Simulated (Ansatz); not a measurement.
Ansatz (a program for electronic structure) input (RI-MP2/def2-TZVPPD):
A basis named .json is the Basis Set Exchange file of that set.

Ansatz 0.2 input:
```yaml
crystal:
  periodic: [false, false, false]
  atoms:
    - {symbol: Y, position_ang: [0.13609656, -0.11790235, 0.26725341]}
    - {symbol: O, position_ang: [1.26596856, -0.15246216, -1.16535862]}
    - {symbol: F, position_ang: [-1.71505712, 0.64643208, -0.12222377]}
basis:
  gaussian:
    orbitals: def2-TZVPPD.json
    fitting: {mean_field: def2-universal-jkfit, correlation: def2-TZVPPD-RIFIT.json}
magnetization: {spin_polarized: false}
correlation: {method: mp2, electrons: outside_noble_gas}
```

Output:

```
Functional definition: HF
integrals: 0.06 GiB planned
409 factors; integrals over basis functions are off by at most 1.6e0 eV
360 factors; integrals over basis functions are off by at most 9.4e-1 eV
mean field: 0.25 GiB planned
mean field evaluation 1: about -5767.5871 eV, gradient 7.4e1 eV
mean field evaluation 2: about -5747.2610 eV, gradient 1.2e2 eV
mean field evaluation 4: about -5778.1033 eV, gradient 5.8e0 eV
mean field evaluation 8: about -5778.1918 eV, gradient 3.1e-3 eV
mean field -5778.19180654 eV, -212.3446322914 hartree, gradient 9.9e-7 eV, S^2 0.000000; 0 other end points of the search recorded, 0 dependent functions left out
6 core orbitals not correlated, not the lowest: weight in the atoms' cores, before any rotation towards them, 0.824 or more for the frozen orbitals, at most 0.166 for the correlated occupied ones
reference -5778.19180654 eV, -212.3446322914 hartree; 8, 8 occupied and 122, 122 virtual orbitals, 360 factors
second order -16.06766317 eV of doubles, -0.00000000 eV of singles
Total energy: -5794.25946972 eV, -212.9351080220 hartree
```
